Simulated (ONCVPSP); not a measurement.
**Configuration tests for titanium (ONCV)**

titanium, optimised norm-conserving Vanderbilt (ONCV), made with ONCVPSP 4.0.1 (PBE, scalar-relativistic). Core [Ne], reference 3s2 3p6 3d2 4s2. Waves: 3s+4s: rc 1.65 bohr, ncon 3, nbas 8, qcut 7 1/bohr, 2 projectors; 3p: rc 1.10 bohr, ncon 5, nbas 9, qcut 6 1/bohr, 2 projectors, debl 0.6 Ha; 3d: rc 1.80 bohr, ncon 4, nbas 9, qcut 7.4 1/bohr, 2 projectors, debl 3.5 Ha. Local part: polynomial inside 0.70 bohr (lpopt 4, dvloc0 0 Ha). Core correction: Teter function, fcfact 2.5, rcfact 1.35.

In the p channel the program set the typed energies aside and used -1.428, 0.250 Ha.

Energies are relative to the spin-unpolarised reference configuration 3s2 3p6 3d2 4s2; without spin polarisation the order of configurations can differ from experiment.

```csv
valence configuration,charge,ΔE all-electron (eV),error AE − PS (meV)
3s2 3p6 3d2 4s1,+1,7.347,-0.2
3s2 3p6 3d2 4s1.5,+0.5,2.937,-0.1
```

(1) What are ΔE and the potential's error for 3s2 3p6 3d1 4s0?

(2) What are ΔE and the potential's error for 3s2 3p6 3d2 4s0?

Levels in the configuration 3s2 3p6 3d2 4s0:

```tsv
level	all-electron (eV)	pseudo (eV)
3s	-78.550	-78.621
3p	-54.765	-54.804
3d	-19.680	-19.706
```

Results:

(1) ΔE = 47.867 eV all-electron; the error (AE − PS) is +69 meV.

(2) ΔE = 20.919 eV all-electron; the error (AE − PS) is -1.2 meV.
